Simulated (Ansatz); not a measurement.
C₂F₂GeN₂O₂, SMILES `O=C=[N][Ge]([F])([F])[N]=C=O`, relaxed with RKS PBE0-D4/def2-TZVP in Ansatz 0.2.0 from a PBE-D4/def2-SVP geometry. The force threshold is 0.005 eV/Å; the program also tests the step.

The species carries charge 0 and has multiplicity 1.

Start:

```xyz
9

O    -0.554   -3.555    0.431
C    -0.345   -2.411    0.264
N    -0.084   -1.245   -0.003
Ge   -0.237    0.412    0.691
F     0.595    0.515    2.203
F    -1.896    0.772    1.030
N     0.427    1.649   -0.422
C     0.841    1.809   -1.560
O     1.253    2.052   -2.634
```

| step | energy (eV) | largest force (eV/Å) | largest move (Å) |
| --- | --- | --- | --- |
| 1 | -71087.3862 | 1.887 | 0.000 |
| 2 | -71087.4831 | 0.307 | 0.043 |
| 3 | -71087.4890 | 0.042 | 0.015 |
| 4 | -71087.4895 | 0.119 | 0.009 |
| 5 | -71087.4907 | 0.096 | 0.027 |
| 6 | -71087.4913 | 0.032 | 0.017 |
| 7 | -71087.4916 | 0.017 | 0.023 |
| 8 | -71087.4916 | 0.032 | 0.028 |
| 9 | -71087.4916 | 0.016 | 0.004 |
| 10 | -71087.4917 | 0.003 | 0.009 |
| 11 | -71087.4917 | 0.006 | 0.007 |
| 12 | -71087.4917 | 0.014 | 0.011 |
| 13 | -71087.4917 | 0.033 | 0.017 |
| 14 | -71087.4917 | 0.024 | 0.006 |
| 15 | -71087.4917 | 0.023 | 0.008 |
| 16 | -71087.4918 | 0.021 | 0.009 |
| 17 | -71087.4918 | 0.018 | 0.011 |
| 18 | -71087.4918 | 0.006 | 0.008 |
| 19 | -71087.4918 | 0.013 | 0.010 |
| 20 | -71087.4918 | 0.006 | 0.002 |
| 21 | -71087.4918 | 0.002 | 0.001 |

End:

```xyz
9

O    -0.542   -3.467    0.455
C    -0.334   -2.350    0.239
N    -0.082   -1.209   -0.069
Ge   -0.246    0.411    0.668
F     0.617    0.485    2.136
F    -1.874    0.722    1.064
N     0.342    1.696   -0.413
C     0.826    1.775   -1.516
O     1.292    1.936   -2.563
```

Run time 2.7 min (4 threads of an Arm Neoverse V2 on a shared host); peak host memory 1.1 GiB.
